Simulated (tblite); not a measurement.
C₅H₁₁ClSi.
Geometry (GFN2-xTB, Å), atoms numbered from 1 in this order:
```
atom  x, y, z in Å
C1    -2.497   -0.418    0.170
C2    -1.053   -0.252    0.638
C3    -0.292    0.676   -0.279
C4     0.432    0.154   -1.481
C5     1.208    0.692   -0.314
Si6    2.372   -0.351    0.755
Cl7    1.935    2.298   -0.557
H8    -3.012    0.540    0.174
H9    -2.524   -0.817   -0.842
H10   -3.033   -1.099    0.826
H11   -0.564   -1.227    0.662
H12   -1.043    0.152    1.653
H13   -0.772    1.642   -0.399
H14    0.458   -0.915   -1.640
H15    0.408    0.730   -2.394
H16    1.882   -1.730    0.802
H17    3.687   -0.311    0.122
H18    2.401    0.240    2.091
```

Calculated harmonic vibrations of the isolated species, GFN2-xTB (tblite), most abundant isotopes, no scaling. This tight-binding method is rough: wavenumbers can miss measured ones by several per cent, in bad cases by 10 to 20. Modes of hydrogen on silicon can be 10 to 20 % off. One conformer, not necessarily the lowest.

Harmonic wavenumbers (cm⁻¹): 61.0, 79.9, 131.9, 154.0, 175.4, 227.5, 254.3, 298.4, 372.2, 434.0, 511.5, 549.5, 579.8, 751.7, 762.8, 775.0, 793.1, 810.6, 843.1, 933.8, 978.4, 999.3, 1017.4, 1061.6, 1087.1, 1112.8, 1120.0, 1179.6, 1247.9, 1276.8, 1322.0, 1400.9, 1412.2, 1464.7, 1485.8, 1500.5, 1505.2, 2255.4, 2290.8, 2295.4, 2965.7, 2992.6, 3027.5, 3035.7, 3038.5, 3042.2, 3075.9, 3092.0.

A = 2447, B = 1131, C = 891.2 MHz; mass 134.032 u (most abundant isotopes); point group C1, symmetry number 1.

Task: Zero-point energy?

Result: Half the sum of the wavenumbers: 30892 cm⁻¹ = 369.55 kJ/mol.

Task: What is S at 298.15 K and 1 bar for an ideal gas of classical rigid rotors and harmonic oscillators?

Result: Translation 169.94, rotation 122.41, vibration 113.06: S = 405.4 J/(mol K).

Task: And Cp and H(298.15 K) − H(0)?

Result: Cp = 155.43 J/(mol K), of which vibrations give 122.17 (their classical limit is 48 R = 399.1); H(298.15 K) − H(0) = 28.18 kJ/mol without the zero-point energy, 18.26 from vibrations.

Task: How do the functions run with temperature in this model?

Result: 
```csv
T (K),S (J/(mol K)),Cp (J/(mol K)),H − H(0) (kJ/mol),G − H(0) (kJ/mol),ln q(vib)
150,321.5,96.4,9.59,-38.64,2.57
250,379.8,135.7,21.17,-73.79,5.04
400,456.7,194.9,46.06,-136.63,8.75
600,547.9,255.3,91.45,-237.30,13.61
900,663.4,313.5,177.49,-419.58,20.49
```

q(vib) and H(0) count from the zero-point level.

Task: Blend soft modes into free rotors: weight 1/[1 + (100 cm⁻¹/ν̃)⁴] for the oscillator and the rest for a rotor with moment μB/(μ + B), μ = h/(8π²ν), B = 10⁻⁴⁴ kg m². What vibrational entropy results?

Result: 106.26 J/(mol K) in place of 113.06, which changes −T·S at 298.15 K by +2.03 kJ/mol.

Task: What must be added to the electronic energy to get the Gibbs energy at 298.15 K and 1 bar?

Result: ZPE + [H(298.15 K) − H(0)] − T·S = 369.55 + 28.18 − 120.87 = 276.86 kJ/mol.

Hindered rotation and anharmonicity are outside this model. Other conformers, if any are populated, would add a mixing term that is left out. The structure is chiral; the term R ln 2 for an equal mix with its mirror image is left out.
